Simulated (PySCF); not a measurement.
Compound: Si4H10.
Atom-mapped SMILES: `[SiH3:1][SiH2:2][SiH2:3][SiH3:4]`

The computed photoelectron lines, unassigned: Si 1s: 1845.84 (area 2), 1846.07 (area 2) eV; Si 2p3/2: 106.21 (area 2), 106.40 (area 2) eV.

Method: PySCF 2.14.0, delta-SCF UKS SCAN, pcX-2 on the ionised atom, pcseg-1 elsewhere, spin-free X2C. One conformer (not necessarily the lowest) at the GFN2-xTB geometry, without solvent, vibrations or thermal averaging.

Task: Assign the Si 1s lines to atoms.

Result: 1845.84 eV: Si2/Si3 (SiH2 silicon); 1846.07 eV: Si1/Si4 (SiH3 silicon). The 2 Si 1s values lie within 0.23 eV of each other; Gaussian lines of 0.5 eV full width would blend them into one maximum.

Task: Which silicon gives which Si 2p3/2 line?

Result: 106.21 eV: Si2/Si3 (SiH2 silicon); 106.40 eV: Si1/Si4 (SiH3 silicon). The 2 Si 2p3/2 values lie within 0.19 eV of each other.

Bonded neighbours of each site: Si1/Si4: 3 H and Si; Si2/Si3: 2 H and 2 Si.

Task: What is the longest wavelength that can ionise Si 2p3/2 of Si2/Si3 vertically?

Result: λ = hc/E = 12398.42 eV Å / 106.21 eV = 116.735 Å.

Atoms equivalent by their bonding share one computed value, that of the first of them. The 2p values aren't plain energy differences: one relaxed spin-free 2p hole is combined with a matrix within the shell (ground-state 2p orbital-energy differences and spin–orbit coupling). 2p3/2, the mean of its two sublevels, lies a third of the splitting below the shell's mean and 2p1/2 two thirds above it; the statistical areas are 2:1. 2p1/2 minus 2p3/2 (ligand field included): Si 0.62 eV.

The values belong to the conformer `[SiH3:1][SiH2:2][SiH2:3][SiH3:4]`: Si1–Si2–Si3–Si4 57°.
